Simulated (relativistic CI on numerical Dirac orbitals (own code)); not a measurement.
## Electric-dipole lines of Mg

These numbers are calculated, not measured: Dirac-Coulomb-Breit CI, separate exchange-only KLI orbitals for each configuration, model QED, valence Slater integrals scaled by 0.85, configuration energies shifted to the measured levels that pair with them (semi-empirical) (own radial code, finite nucleus).

Configurations in the expansion (outside the closed core [Ne]): 3s², 3s3p, 3s4s, 3s3d, 3s4p, 3s5s, 3s4d, 3s5p, 3s4f, 3s6s, 3s5d, 3s6p, 3s5f, 3p², 3d², 3p4s, 3s5g, 3p3d, 4s², 3d4s. Levels of other configurations are missing.

```csv
λ vac (nm),Lower,Upper,A (s⁻¹),log gf,S velocity/length
277.77,3s3p ³P°1 [3],3p² ³P2 [46],1.50e+08,-0.06,0.79
277.92,3s3p ³P°0 [2],3p² ³P1 [45],2.00e+08,-0.16,0.79
278.05,3s3p ³P°2 [4],3p² ³P2 [46],4.50e+08,0.42,0.79
278.20,3s3p ³P°1 [3],3p² ³P0 [44],5.99e+08,-0.16,0.79
278.33,3s3p ³P°2 [4],3p² ³P1 [45],2.50e+08,-0.06,0.79
279.44,3s² ¹S0 [1],3s3p ¹P°1 [5],5.26e+08,0.27,0.78
309.73,3s3p ³P°2 [4],3s4d ³D3 [19],7.94e+07,-0.10,0.70
383.06,3s3p ³P°0 [2],3s3d ³D1 [14],8.44e+07,-0.25,0.99
383.32,3s3p ³P°1 [3],3s3d ³D2 [13],1.14e+08,0.10,0.99
383.86,3s3p ³P°2 [4],3s3d ³D3 [12],1.52e+08,0.37,0.99
515.72,3s3p ³P°2 [4],3s4s ³S1 [6],6.30e+07,-0.12,0.62
1081.4,3s3d ³D3 [12],3s5f ³F°4 [42],6.58e+06,0.02,0.72
1244.8,3s3d ¹D2 [8],3s4f ¹F°3 [25],2.23e+07,0.56,0.73
1488.1,3s3d ³D3 [12],3s4f ³F°4 [28],2.14e+07,0.81,0.69
1488.1,3s3d ³D2 [13],3s4f ³F°3 [27],1.90e+07,0.64,0.69
1488.2,3s3d ³D1 [14],3s4f ³F°2 [26],1.80e+07,0.47,0.69
1525.5,3s4s ³S1 [6],3s4p ³P°2 [11],1.45e+07,0.40,0.62
1527.0,3s4s ³S1 [6],3s4p ³P°1 [10],1.45e+07,0.18,0.62
1575.3,3s4p ³P°1 [10],3s4d ³D2 [20],5.89e+06,0.04,0.94
1577.0,3s4p ³P°2 [11],3s4d ³D3 [19],7.87e+06,0.31,0.94
```

Terms are leading LS components. Brackets give the number of a level in order of energy, since labels repeat. The list gives strong lines, with weight on those to low levels, without configurations that were not tied to measured data, among the lowest 50 of 82 levels, so that lines to higher ones, which can be the strongest, are missing, and without lines across small gaps between configurations, and without 33 lines that miss the measured interval by over 3.5 %, start from a term whose rates miss tabulated ones by over 60 %, have gauges far apart or, lacking measured levels, span too small a gap for the errors found; lines with a level outside our table were not tested and can miss by more. Levels whose partners in the same complex of configurations lie outside the list can be far off, and so can their lines. Rates are taken at the computed energies, electric ones in the length gauge. A velocity-to-length ratio far from 1 marks an uncertain rate.

Configurations whose levels could be paired with our table of measured levels were shifted onto them, all but the ground configuration, by the median error of their levels; single terms can still be off by 1,000 to 2,000 cm⁻¹ or more, and rates follow the energies as ν³ (E1, M1) or ν⁵ (E2). The others borrow a shift and can be off by several thousand cm⁻¹ or more. The fine structure of a lone outer electron comes out too small, for d and f at times inverted, and misplaced configurations move strength between like terms. 45 of the 45 excited levels that our extract of the measured tables holds in this range could be paired (the sources list more); they are missed by 77 cm⁻¹ on average and 1010 at most, after the shifts were fitted to these levels, and levels without a partner can miss by more.

Problem. From the table, what is the radiative lifetime of 3p² ³P2?

Solution. The listed rates from this level add up to about 6.01e+08 s⁻¹, 100 % of its decay; with all channels τ = 1.66e-09 s.
